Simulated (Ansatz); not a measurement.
A short molecular-dynamics run on Si(GeH3)2H2 (SiGe₂H₈).

```yaml
crystal:
  periodic: [false, false, false]
  atoms:
    - {symbol: Si, position_ang: [-0.806397, 0.001481, -0.571955]}
    - {symbol: Ge, position_ang: [-0.845904, -0.017339, 1.811528]}
    - {symbol: H, position_ang: [0.073613, -1.129416, 2.350968]}
    - {symbol: H, position_ang: [-2.271426, -0.263396, 2.341012]}
    - {symbol: H, position_ang: [-0.346473, 1.332783, 2.359568]}
    - {symbol: Ge, position_ang: [1.429133, 0.017718, -1.398185]}
    - {symbol: H, position_ang: [2.154218, -1.274713, -0.977892]}
    - {symbol: H, position_ang: [2.203804, 1.217851, -0.821591]}
    - {symbol: H, position_ang: [1.452246, 0.114082, -2.935464]}
    - {symbol: H, position_ang: [-1.531228, 1.213293, -1.067489]}
    - {symbol: H, position_ang: [-1.511606, -1.212325, -1.090491]}
basis:
  gaussian: {orbitals: "6-31G*"}
hamiltonian: {xc: {name: PBE}, dispersion: d3bjatm}
md: {timestep: 0.5 fs, n_steps: 30, ensemble: nve, temperature: 500, initial_velocities: maxwell_boltzmann, seed: 585}
scf: {omitted_lower_state_checks: [starts]}
```

```sh
$ ansatz run in.yaml --threads 2 --pin off --events-out ev --progress --plain --max-ram 4352MiB
```

| step | time (fs) | potential energy (eV) | kinetic (eV) | T (K) | conserved (eV) |
| --- | --- | --- | --- | --- | --- |
| 0 | 0.0 | -121007.0048 | 0.5817 | 500 | -121006.4231 |
| 1 | 0.5 | -121007.0003 | 0.5773 | 496 | -121006.4230 |
| 2 | 1.0 | -121006.9803 | 0.5575 | 479 | -121006.4228 |
| 3 | 1.5 | -121006.9480 | 0.5255 | 452 | -121006.4225 |
| 4 | 2.0 | -121006.9080 | 0.4858 | 418 | -121006.4221 |
| 5 | 2.5 | -121006.8653 | 0.4435 | 381 | -121006.4218 |
| 6 | 3.0 | -121006.8247 | 0.4031 | 347 | -121006.4216 |
| 7 | 3.5 | -121006.7899 | 0.3685 | 317 | -121006.4214 |
| 8 | 4.0 | -121006.7634 | 0.3421 | 294 | -121006.4214 |
| 9 | 4.5 | -121006.7463 | 0.3249 | 279 | -121006.4214 |
| 10 | 5.0 | -121006.7383 | 0.3169 | 272 | -121006.4215 |
| 11 | 5.5 | -121006.7384 | 0.3168 | 272 | -121006.4216 |
| 12 | 6.0 | -121006.7446 | 0.3228 | 278 | -121006.4217 |
| 13 | 6.5 | -121006.7547 | 0.3329 | 286 | -121006.4219 |
| 14 | 7.0 | -121006.7665 | 0.3445 | 296 | -121006.4220 |
| 15 | 7.5 | -121006.7773 | 0.3551 | 305 | -121006.4222 |
| 16 | 8.0 | -121006.7848 | 0.3625 | 312 | -121006.4223 |
| 17 | 8.5 | -121006.7867 | 0.3642 | 313 | -121006.4225 |
| 18 | 9.0 | -121006.7810 | 0.3584 | 308 | -121006.4226 |
| 19 | 9.5 | -121006.7664 | 0.3438 | 296 | -121006.4226 |
| 20 | 10.0 | -121006.7427 | 0.3201 | 275 | -121006.4225 |
| 21 | 10.5 | -121006.7112 | 0.2888 | 248 | -121006.4224 |
| 22 | 11.0 | -121006.6749 | 0.2529 | 217 | -121006.4221 |
| 23 | 11.5 | -121006.6386 | 0.2169 | 186 | -121006.4217 |
| 24 | 12.0 | -121006.6080 | 0.1866 | 160 | -121006.4214 |
| 25 | 12.5 | -121006.5887 | 0.1676 | 144 | -121006.4211 |
| 26 | 13.0 | -121006.5848 | 0.1638 | 141 | -121006.4210 |
| 27 | 13.5 | -121006.5978 | 0.1766 | 152 | -121006.4211 |
| 28 | 14.0 | -121006.6256 | 0.2041 | 175 | -121006.4215 |
| 29 | 14.5 | -121006.6633 | 0.2414 | 208 | -121006.4219 |
| 30 | 15.0 | -121006.7041 | 0.2818 | 242 | -121006.4223 |

Velocities are drawn at the set temperature; a run this short doesn't reach equilibrium.

The 6-31G sets use Cartesian d functions.

Frames (Å, forces in eV/Å):

```xyz
11
time=0.0 fs
Si   -0.806    0.001   -0.572    0.057    0.000    0.041
Ge   -0.846   -0.017    1.812    0.015    0.002   -0.170
H     0.074   -1.129    2.351    0.114   -0.143    0.089
H    -2.271   -0.263    2.341   -0.189   -0.028    0.089
H    -0.346    1.333    2.360    0.068    0.168    0.090
Ge    1.429    0.018   -1.398   -0.156    0.001    0.070
H     2.154   -1.275   -0.978    0.113   -0.162    0.048
H     2.204    1.218   -0.822    0.118    0.153    0.066
H     1.452    0.114   -2.935    0.021    0.012   -0.210
H    -1.531    1.213   -1.067   -0.083    0.074   -0.056
H    -1.512   -1.212   -1.090   -0.077   -0.077   -0.058
11
time=0.5 fs
Si   -0.807    0.000   -0.570    0.042   -0.116    0.001
Ge   -0.846   -0.017    1.811    0.213   -0.294   -0.085
H     0.096   -1.139    2.349   -0.109    0.075   -0.011
H    -2.274   -0.260    2.336   -0.178   -0.041    0.111
H    -0.337    1.325    2.360    0.079    0.241    0.112
Ge    1.430    0.017   -1.398   -0.059    0.217    0.366
H     2.168   -1.270   -0.992    0.113   -0.182    0.071
H     2.202    1.233   -0.804   -0.015   -0.063   -0.046
H     1.449    0.121   -2.923    0.029    0.044   -0.421
H    -1.532    1.211   -1.057   -0.094    0.143   -0.085
H    -1.529   -1.206   -1.099   -0.020   -0.024   -0.013
11
time=1.5 fs
Si   -0.809   -0.002   -0.566   -0.007   -0.328   -0.094
Ge   -0.847   -0.015    1.810    0.544   -0.781    0.066
H     0.140   -1.157    2.346   -0.499    0.434   -0.170
H    -2.280   -0.253    2.326   -0.136   -0.060    0.145
H    -0.319    1.310    2.361    0.089    0.351    0.142
Ge    1.431    0.017   -1.399    0.112    0.563    0.918
H     2.198   -1.261   -1.019    0.096   -0.191    0.105
H     2.198    1.261   -0.769   -0.236   -0.440   -0.253
H     1.443    0.135   -2.901    0.039    0.110   -0.807
H    -1.536    1.208   -1.036   -0.105    0.258   -0.133
H    -1.564   -1.192   -1.116    0.102    0.084    0.081
11
time=2.0 fs
Si   -0.810   -0.003   -0.564   -0.041   -0.413   -0.149
Ge   -0.847   -0.015    1.809    0.674   -0.963    0.133
H     0.161   -1.165    2.343   -0.659    0.570   -0.227
H    -2.283   -0.250    2.321   -0.105   -0.066    0.157
H    -0.309    1.304    2.362    0.087    0.384    0.149
Ge    1.431    0.016   -1.399    0.184    0.687    1.145
H     2.212   -1.257   -1.032    0.078   -0.180    0.116
H     2.195    1.274   -0.752   -0.320   -0.593   -0.342
H     1.441    0.142   -2.893    0.042    0.142   -0.959
H    -1.538    1.207   -1.025   -0.101    0.300   -0.150
H    -1.582   -1.185   -1.124    0.162    0.133    0.126
11
time=3.0 fs
Si   -0.812   -0.006   -0.561   -0.123   -0.519   -0.266
Ge   -0.848   -0.014    1.808    0.868   -1.198    0.254
H     0.197   -1.176    2.337   -0.905    0.758   -0.299
H    -2.291   -0.244    2.313   -0.031   -0.070    0.172
H    -0.289    1.294    2.365    0.062    0.400    0.141
Ge    1.432    0.016   -1.399    0.298    0.842    1.438
H     2.243   -1.251   -1.058    0.023   -0.131    0.127
H     2.188    1.296   -0.722   -0.435   -0.823   -0.485
H     1.435    0.157   -2.883    0.044    0.191   -1.123
H    -1.542    1.207   -1.006   -0.071    0.343   -0.168
H    -1.615   -1.171   -1.140    0.272    0.207    0.209
11
time=3.5 fs
Si   -0.813   -0.007   -0.559   -0.170   -0.537   -0.328
Ge   -0.848   -0.013    1.807    0.936   -1.255    0.311
H     0.211   -1.179    2.333   -0.993    0.812   -0.316
H    -2.294   -0.242    2.310    0.011   -0.070    0.176
H    -0.279    1.291    2.367    0.038    0.384    0.126
Ge    1.433    0.015   -1.400    0.341    0.881    1.489
H     2.258   -1.249   -1.070   -0.013   -0.096    0.128
H     2.182    1.304   -0.708   -0.467   -0.899   -0.537
H     1.433    0.166   -2.883    0.044    0.207   -1.122
H    -1.545    1.209   -0.997   -0.045    0.342   -0.170
H    -1.631   -1.162   -1.147    0.318    0.230    0.243
11
time=4.5 fs
Si   -0.816   -0.010   -0.555   -0.266   -0.500   -0.450
Ge   -0.849   -0.012    1.806    1.026   -1.263    0.415
H     0.234   -1.179    2.322   -1.102    0.853   -0.319
H    -2.302   -0.237    2.305    0.097   -0.065    0.178
H    -0.259    1.287    2.372   -0.028    0.311    0.078
Ge    1.434    0.015   -1.400    0.396    0.899    1.398
H     2.289   -1.245   -1.094   -0.095   -0.014    0.122
H     2.168    1.313   -0.685   -0.487   -0.979   -0.605
H     1.428    0.184   -2.889    0.043    0.212   -0.954
H    -1.551    1.214   -0.981    0.029    0.301   -0.159
H    -1.660   -1.145   -1.159    0.388    0.244    0.296
11
time=5.0 fs
Si   -0.817   -0.012   -0.554   -0.312   -0.448   -0.508
Ge   -0.849   -0.012    1.806    1.050   -1.222    0.462
H     0.241   -1.176    2.315   -1.126    0.842   -0.305
H    -2.306   -0.235    2.303    0.139   -0.061    0.177
H    -0.249    1.287    2.374   -0.069    0.259    0.046
Ge    1.434    0.015   -1.400    0.408    0.884    1.268
H     2.303   -1.242   -1.105   -0.139    0.029    0.117
H     2.159    1.314   -0.675   -0.476   -0.984   -0.620
H     1.426    0.194   -2.896    0.043    0.202   -0.800
H    -1.553    1.218   -0.973    0.074    0.264   -0.149
H    -1.673   -1.135   -1.164    0.409    0.235    0.312
11
time=6.0 fs
Si   -0.819   -0.015   -0.550   -0.387   -0.288   -0.610
Ge   -0.849   -0.012    1.804    1.055   -1.064    0.539
H     0.247   -1.164    2.300   -1.110    0.758   -0.252
H    -2.312   -0.231    2.300    0.213   -0.053    0.173
H    -0.229    1.287    2.380   -0.160    0.140   -0.026
Ge    1.435    0.014   -1.399    0.394    0.813    0.889
H     2.332   -1.238   -1.127   -0.226    0.109    0.107
H     2.138    1.309   -0.661   -0.417   -0.926   -0.610
H     1.422    0.216   -2.915    0.043    0.161   -0.409
H    -1.558    1.227   -0.958    0.172    0.166   -0.124
H    -1.696   -1.113   -1.172    0.424    0.183    0.324
11
time=6.5 fs
Si   -0.820   -0.017   -0.549   -0.413   -0.187   -0.652
Ge   -0.849   -0.011    1.804    1.034   -0.952    0.565
H     0.247   -1.155    2.291   -1.069    0.685   -0.212
H    -2.314   -0.229    2.299    0.244   -0.048    0.172
H    -0.219    1.288    2.383   -0.207    0.079   -0.064
Ge    1.436    0.014   -1.399    0.365    0.757    0.662
H     2.346   -1.235   -1.138   -0.266    0.143    0.102
H     2.126    1.304   -0.656   -0.369   -0.862   -0.584
H     1.420    0.227   -2.926    0.043    0.132   -0.196
H    -1.560    1.233   -0.952    0.222    0.111   -0.111
H    -1.706   -1.102   -1.175    0.416    0.142    0.319
11
time=7.5 fs
Si   -0.823   -0.020   -0.546   -0.431    0.042   -0.713
Ge   -0.849   -0.011    1.803    0.934   -0.669    0.583
H     0.238   -1.133    2.273   -0.915    0.470   -0.104
H    -2.317   -0.226    2.299    0.287   -0.040    0.169
H    -0.202    1.289    2.388   -0.295   -0.032   -0.135
Ge    1.437    0.014   -1.399    0.262    0.596    0.179
H     2.371   -1.229   -1.159   -0.334    0.192    0.095
H     2.099    1.286   -0.649   -0.235   -0.660   -0.487
H     1.417    0.250   -2.949    0.045    0.066    0.214
H    -1.562    1.244   -0.939    0.314    0.002   -0.088
H    -1.724   -1.078   -1.178    0.369    0.033    0.288
11
time=8.0 fs
Si   -0.824   -0.022   -0.545   -0.422    0.163   -0.731
Ge   -0.849   -0.011    1.803    0.851   -0.499    0.572
H     0.230   -1.120    2.263   -0.799    0.326   -0.036
H    -2.317   -0.225    2.299    0.298   -0.037    0.168
H    -0.195    1.290    2.390   -0.334   -0.078   -0.167
Ge    1.438    0.014   -1.398    0.186    0.490   -0.065
H     2.382   -1.225   -1.169   -0.361    0.205    0.093
H     2.085    1.275   -0.648   -0.151   -0.521   -0.414
H     1.415    0.262   -2.960    0.046    0.032    0.396
H    -1.562    1.250   -0.933    0.353   -0.047   -0.079
H    -1.731   -1.066   -1.179    0.332   -0.033    0.262
11
time=9.0 fs
Si   -0.826   -0.025   -0.542   -0.364    0.401   -0.743
Ge   -0.849   -0.011    1.802    0.610   -0.107    0.504
H     0.208   -1.092    2.244   -0.484   -0.038    0.130
H    -2.316   -0.222    2.302    0.299   -0.031    0.169
H    -0.182    1.291    2.393   -0.396   -0.144   -0.219
Ge    1.439    0.014   -1.398   -0.015    0.223   -0.538
H     2.403   -1.216   -1.188   -0.394    0.206    0.094
H     2.056    1.249   -0.649    0.049   -0.169   -0.217
H     1.412    0.286   -2.979    0.047   -0.033    0.693
H    -1.559    1.261   -0.921    0.415   -0.129   -0.068
H    -1.743   -1.043   -1.178    0.234   -0.179    0.195
11
time=9.5 fs
Si   -0.828   -0.026   -0.541   -0.318    0.512   -0.738
Ge   -0.849   -0.010    1.801    0.453    0.110    0.448
H     0.196   -1.078    2.234   -0.288   -0.255    0.226
H    -2.314   -0.221    2.303    0.288   -0.029    0.171
H    -0.177    1.291    2.394   -0.418   -0.163   -0.237
Ge    1.440    0.014   -1.398   -0.137    0.067   -0.762
H     2.411   -1.211   -1.197   -0.400    0.194    0.097
H     2.041    1.235   -0.650    0.161    0.038   -0.097
H     1.411    0.298   -2.986    0.047   -0.062    0.803
H    -1.556    1.266   -0.916    0.435   -0.158   -0.067
H    -1.749   -1.032   -1.177    0.176   -0.255    0.155
11
time=10.5 fs
Si   -0.831   -0.029   -0.538   -0.198    0.701   -0.714
Ge   -0.849   -0.010    1.800    0.091    0.563    0.300
H     0.169   -1.052    2.217    0.155   -0.729    0.430
H    -2.308   -0.219    2.308    0.243   -0.027    0.177
H    -0.170    1.290    2.394   -0.439   -0.170   -0.257
Ge    1.441    0.014   -1.398   -0.407   -0.264   -1.162
H     2.426   -1.199   -1.215   -0.390    0.146    0.106
H     2.013    1.209   -0.652    0.390    0.482    0.173
H     1.409    0.322   -2.995    0.046   -0.110    0.947
H    -1.547    1.275   -0.905    0.454   -0.190   -0.074
H    -1.758   -1.011   -1.174    0.056   -0.400    0.073
11
time=11.0 fs
Si   -0.832   -0.031   -0.537   -0.129    0.771   -0.698
Ge   -0.848   -0.010    1.800   -0.096    0.777    0.217
H     0.156   -1.042    2.210    0.380   -0.967    0.530
H    -2.305   -0.218    2.311    0.210   -0.026    0.182
H    -0.168    1.289    2.393   -0.438   -0.159   -0.258
Ge    1.442    0.014   -1.398   -0.545   -0.420   -1.327
H     2.432   -1.192   -1.223   -0.374    0.110    0.112
H     2.001    1.197   -0.653    0.497    0.698    0.309
H     1.408    0.333   -2.995    0.045   -0.128    0.980
H    -1.541    1.279   -0.900    0.451   -0.193   -0.082
H    -1.763   -1.002   -1.172   -0.002   -0.463    0.033
11
time=12.0 fs
Si   -0.835   -0.033   -0.536    0.010    0.852   -0.667
Ge   -0.848   -0.010    1.799   -0.409    1.105    0.062
H     0.133   -1.028    2.200    0.761   -1.361    0.694
H    -2.296   -0.216    2.318    0.127   -0.027    0.193
H    -0.168    1.286    2.389   -0.411   -0.109   -0.243
Ge    1.443    0.014   -1.397   -0.793   -0.651   -1.542
H     2.441   -1.179   -1.240   -0.320    0.019    0.127
H     1.979    1.179   -0.652    0.665    1.048    0.541
H     1.407    0.355   -2.990    0.040   -0.148    0.969
H    -1.525    1.285   -0.891    0.425   -0.170   -0.104
H    -1.772   -0.988   -1.168   -0.095   -0.557   -0.031
11
time=12.5 fs
Si   -0.837   -0.034   -0.535    0.075    0.858   -0.656
Ge   -0.848   -0.009    1.799   -0.503    1.185    0.005
H     0.124   -1.026    2.198    0.882   -1.484    0.745
H    -2.291   -0.216    2.322    0.080   -0.029    0.200
H    -0.169    1.284    2.386   -0.387   -0.072   -0.227
Ge    1.443    0.014   -1.398   -0.890   -0.701   -1.574
H     2.444   -1.172   -1.247   -0.284   -0.034    0.136
H     1.971    1.173   -0.650    0.714    1.154    0.617
H     1.406    0.365   -2.984    0.037   -0.150    0.925
H    -1.516    1.288   -0.886    0.401   -0.146   -0.118
H    -1.776   -0.983   -1.166   -0.126   -0.582   -0.053
11
time=13.5 fs
Si   -0.839   -0.037   -0.533    0.184    0.797   -0.648
Ge   -0.848   -0.009    1.798   -0.515    1.118   -0.043
H     0.113   -1.032    2.198    0.928   -1.511    0.758
H    -2.281   -0.214    2.332   -0.018   -0.033    0.212
H    -0.174    1.279    2.379   -0.316    0.023   -0.179
Ge    1.444    0.013   -1.398   -1.008   -0.632   -1.450
H     2.449   -1.158   -1.262   -0.197   -0.147    0.155
H     1.959    1.170   -0.640    0.722    1.180    0.657
H     1.405    0.385   -2.965    0.029   -0.134    0.760
H    -1.495    1.292   -0.878    0.337   -0.076   -0.151
H    -1.787   -0.977   -1.163   -0.147   -0.584   -0.071
11
time=14.0 fs
Si   -0.841   -0.038   -0.533    0.225    0.733   -0.653
Ge   -0.848   -0.008    1.798   -0.432    0.966   -0.029
H     0.110   -1.041    2.201    0.850   -1.410    0.720
H    -2.275   -0.214    2.338   -0.065   -0.035    0.217
H    -0.178    1.277    2.374   -0.272    0.078   -0.149
Ge    1.445    0.013   -1.398   -1.026   -0.516   -1.290
H     2.451   -1.152   -1.268   -0.151   -0.203    0.164
H     1.956    1.173   -0.634    0.683    1.096    0.616
H     1.405    0.394   -2.953    0.025   -0.116    0.638
H    -1.483    1.294   -0.875    0.298   -0.033   -0.169
H    -1.793   -0.976   -1.162   -0.135   -0.560   -0.065
11
time=15.0 fs
Si   -0.844   -0.039   -0.531    0.277    0.550   -0.679
Ge   -0.848   -0.007    1.797   -0.143    0.476    0.067
H     0.112   -1.068    2.211    0.541   -1.023    0.568
H    -2.266   -0.213    2.351   -0.144   -0.039    0.219
H    -0.187    1.273    2.365   -0.171    0.195   -0.080
Ge    1.446    0.013   -1.399   -0.994   -0.168   -0.799
H     2.453   -1.141   -1.280   -0.059   -0.306    0.182
H     1.954    1.186   -0.615    0.540    0.776    0.434
H     1.404    0.412   -2.924    0.013   -0.055    0.324
H    -1.457    1.297   -0.869    0.211    0.060   -0.205
H    -1.805   -0.977   -1.159   -0.073   -0.467   -0.031
```

It took 56 s on 2 threads of Arm Neoverse V2 on a shared host.
